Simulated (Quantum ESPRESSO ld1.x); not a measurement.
Ti+, configuration [Ar] 3d2 4s1 (the NIST ground configuration). Method: scalar-relativistic Kohn-Sham, LDA (Slater exchange, VWN5 correlation), spin-polarised, spherical densities, point nucleus; open shells are filled with parallel spins first; computed with ld1.x of Quantum ESPRESSO 7.5.

Unscreened Slater integrals over Kohn-Sham orbitals (cm^-1). They are taken over the spin-up orbitals.

integral    value
F0(4s,4s)   63604
F0(4s,3d)   77883
G2(4s,3d)   13494
F0(4s,3p)   81215
G1(4s,3p)  5615.2
F0(4s,3s)   81771
G0(4s,3s)  3916.1
F0(3d,3d)  135540
F2(3d,3d)   61009
F4(3d,3d)   37631
F0(3d,3p)  155040
F2(3d,3p)   71225
G1(3d,3p)   88718
G3(3d,3p)   52947
F0(3d,3s)  159530
G2(3d,3s)   66318
F0(3p,3p)  182580
F2(3p,3p)   91189
F0(3p,3s)  188920
G1(3p,3s)  125140
F0(3s,3s)  195980

Derived for the open shells (J is the average intra-shell exchange parameter used in DFT+U). 3d: Racah B = F2/49 - 5 F4/441 = 818.4 cm^-1, C = 35 F4/441 = 2987 cm^-1, C/B = 3.65, F4/F2 = 0.617, J = (F2 + F4)/14 = 7046 cm^-1.
